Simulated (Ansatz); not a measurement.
Reading a saddle point

A first-order saddle point of BSiH7O3, singlet, PBE0-D4/def2-TZVP, with one imaginary mode of 1390i cm⁻¹:

```
12
angstrom
B 1.0315 0.1815 -0.0664
H 1.1581 0.7752 -1.3231
O 1.8594 0.7714 0.8702
O 1.0663 -1.1996 -0.1857
H 0.1368 0.9103 -1.0198
O -0.4864 0.6916 -0.0371
Si -1.7848 -0.3638 0.0903
H 1.7458 1.7185 0.9536
H 1.7823 -1.5758 0.3302
H -1.8354 -1.2721 -1.0787
H -1.6749 -1.1246 1.3540
H -2.9988 0.4876 0.1123
```

Ansatz 0.2.0; basis: def2-TZVPP and def2-QZVPP; cores frozen in the correlated methods. Extrapolation: Hartree–Fock as exp(−7.88 √X), correlation as X^−2.97.

Which contacts change along the imaginary mode, and what lies on either side? (A judgement: the text doesn't fix the answer.)

By the calculation: The step is BH₃O₂ ([OH][BH][OH]) + SiH₄O ([OH][SiH3]) → BSiH₅O₃ ([OH][B]([OH])[O][SiH3]) + H₂, with the molecules in contact on both sides. Shortening one way: B1–O6, H2–H5; lengthening the same way: B1–H2, H5–O6.
```json
{"pair": "B1–O6", "one side (Å)": "2.89", "saddle (Å)": "1.60", "other side (Å)": "1.36"}
{"pair": "H2–H5", "one side (Å)": "2.97", "saddle (Å)": "1.07", "other side (Å)": "0.75"}
{"pair": "B1–H2", "one side (Å)": "1.20", "saddle (Å)": "1.40", "other side (Å)": "3.10"}
{"pair": "H5–O6", "one side (Å)": "0.96", "saddle (Å)": "1.18", "other side (Å)": "3.29"}
```

Which side is lower, and how far does the saddle lie above each? (Judge from chemistry; the value comes from the calculation.)

Computed: The side with B1–O6, H2–H5 short is lower by 1.031 eV; the saddle lies 2.497 eV above it and 1.466 eV above the other (CCSD(T) at an estimated basis limit (MP2 extrapolated from triple and quadruple zeta, plus CCSD(T) − MP2 in triple zeta); electronic energies).

The T1 diagnostic stays at or below 0.013.

The step is the kind of ligand exchange by which a precursor binds to a hydroxyl group, or is hydrolysed, in atomic layer deposition of oxides.

Labels in which every atom is bracketed show which atoms are joined, not bond orders.

For scale, one of the runs: CCSD(T)/def2-TZVPP, 264 basis functions, launched by `ansatz run in.yaml --threads 8 --pin off --events-out ev --progress --plain --max-ram 19148MiB`. Time: 29 s of wall clock on 8 CPU threads of an Intel Xeon 6975P-C; the host was shared. Peak host memory: 7.3 GiB.
